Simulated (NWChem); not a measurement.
[F][Ge]([F])[F] (GeF₃, doublet), optimised at PBE0/def2-SVP with NWChem:

* **highest occupied level (eV)**: -8.60
* **lowest empty minus highest occupied level, either spin (eV)**: 3.75
* **dipole (D)**: 2.15
* **highest harmonic frequency (cm⁻¹)**: 738
* **zero-point energy (kcal/mol)**: 4.1

Spin-unrestricted.

Q: One Ge atom is replaced by Si, giving [Si](F)(F)F (SiF$_{3}$, doublet), optimised at the same level. How do these values move?

A: 
| quantity | new value | change |
|---|---|---|
| highest occupied level (eV) | -7.91 | +0.69 |
| lowest empty minus highest occupied level, either spin (eV) | 4.39 | +0.64 |
| dipole (D) | 1.41 | -0.74 |
| highest harmonic frequency (cm⁻¹) | 969 | +231 |
| zero-point energy (kcal/mol) | 5.3 | +1.2 |
